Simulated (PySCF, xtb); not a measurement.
5H-1,4-dioxepine (C5H6O2), SMILES C1OC=CCOC=1.

xtb with GFN2-xTB at its own geometry gives an orbital gap of 4.11 eV and a dipole moment of 1.06 D.

Coordinates come from a B3LYP-D3(BJ)/def2-SVP optimisation. The values are those of a single conformer.

**Question.** What does M06-2X/def2-TZVP run with PySCF give? (An estimate is asked for; the answer gives what the named calculation found.)

**Answer.** gap 8.26 eV (levels -7.34 and 0.92 eV), dipole 1.02 D.
